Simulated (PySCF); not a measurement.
C₄H₇B.
Bonds: B1–C2, C2–C3, C3–C4 (triple), C4–C5. Hydrogens: H6, H7 on B1; H8, H9 on C2; H10, H11, H12 on C5.

Method: PySCF, PBE0-D3(BJ)/def2-SVP geometry optimisation, gas phase; density fitting, grid level 1; the optimiser is geomeTRIC in internal coordinates, started from a GFN2-xTB structure with every atom displaced at random (about 0.01 Å).

Geometry at step 3:
```
atom  x, y, z in Å
B1     -1.7694   -0.3407   -1.6596
C2     -0.2464   -0.6139   -1.4252
C3      0.3419   -0.1523   -0.1744
C4      0.7002    0.2545    0.9185
C5      1.2723    0.7171    2.1747
H6     -2.2652   -0.7003   -2.7059
H7     -2.4592    0.2001   -0.8295
H8      0.2869   -0.2113   -2.3110
H9     -0.1248   -1.7094   -1.5531
H10     2.2838    1.1196    2.0133
H11     1.3520   -0.1051    2.9039
H12     0.6657    1.5118    2.6393
```

**Question.** Give the atomic forces at this geometry.

**Answer.** 
| atom | Fx (eV/Å) | Fy (eV/Å) | Fz (eV/Å) |
| --- | --- | --- | --- |
| B1 | -0.043 | -0.006 | 0.005 |
| C2 | 0.075 | 0.057 | 0.007 |
| C3 | -0.149 | 0.217 | 0.604 |
| C4 | 0.111 | -0.261 | -0.692 |
| C5 | -0.107 | 0.000 | 0.020 |
| H6 | 0.037 | 0.009 | 0.025 |
| H7 | -0.018 | 0.008 | -0.006 |
| H8 | 0.032 | 0.006 | 0.041 |
| H9 | 0.034 | -0.030 | 0.023 |
| H10 | 0.034 | 0.019 | 0.022 |
| H11 | -0.002 | 0.002 | -0.013 |
| H12 | -0.003 | -0.021 | -0.037 |

The largest, 0.75 eV/Å, acts on C4; the rms over all components is 0.169 eV/Å. The forces sum to zero within rounding, as they must for an isolated molecule in no field.

**Question.** Give the force on C4 in Eh/bohr and in nN.

**Answer.** 0.748 eV/Å ÷ 51.422 = 0.01454 Eh/bohr, and 0.748 eV/Å × 1.602 = 1.20 nN.

**Question.** How far is this geometry from the end of the optimisation?

**Answer.** 0.020 eV above it, and 0.042 Å rms away after alignment. The bonds farthest from their final lengths, with half the difference of the two atoms' forces along the bond (positive lengthens):

```
 bond  now (Å)  final (Å)  force along bond (eV/Å)
C3≡C4    1.220      1.213                    -0.62
C2–C3    1.457      1.453                    +0.24
B1–H6    1.212      1.211                    -0.03
```

The angle farthest from its final value is C3–C4–C5, 173.9° against 179.7°.

The cost below is that of the whole optimisation. Hardware: an Arm Neoverse V1 with one thread, shared host with 32 logical CPUs at a one-minute load of 22. Cost: 25 s, 0.43 GiB resident at most.
